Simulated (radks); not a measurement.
The europium ion Eu47+, configuration [Ne] 3s2 3p4 (the NIST ground configuration).

All-electron calculation, Dirac Kohn-Sham, PBE, spin-unpolarised, spherical densities, point nucleus; open shells are shared between the two j in proportion to 2j + 1. Program: a radial shooting solver on a logarithmic mesh with Libxc functionals.

Energy parts (eV):
part                      energy
total                 -238179.58
kinetic                263122.34
electron-nucleus      -526462.23
Hartree                 28876.16
exchange-correlation    -3715.85

Orbitals (lengths in bohr, moments of r in powers of bohr; <r^-3> diverges for s and p1/2; r(max) is where P^2 peaks; r(90%) holds 90 % of the orbital's charge):
orbital     occ.  eigenvalue (eV)  r(90%)      <r>  <r^-3>   r(max)
1s1/2          2        -51463.31  0.0403  0.02231       -  0.01419
2s1/2          2        -10952.15   0.145  0.09348       -  0.08027
2p1/2          2        -10580.79   0.128  0.07810       -  0.06072
2p3/2          4        -9917.841   0.137  0.08458    9612  0.06634
3s1/2          2        -4289.433   0.332   0.2282       -   0.2166
3p1/2    1.33333        -4151.778   0.321   0.2157       -   0.2027
3p3/2    2.66667        -3983.482   0.334   0.2255    2535   0.2128

The highest occupied level is 3p3/2 at -3983.5 eV. Summed over all electrons, <r^2> = 0.4191 bohr^2, which gives a Langevin (diamagnetic) susceptibility term of -0.332 x 10^-6 cm^3/mol.
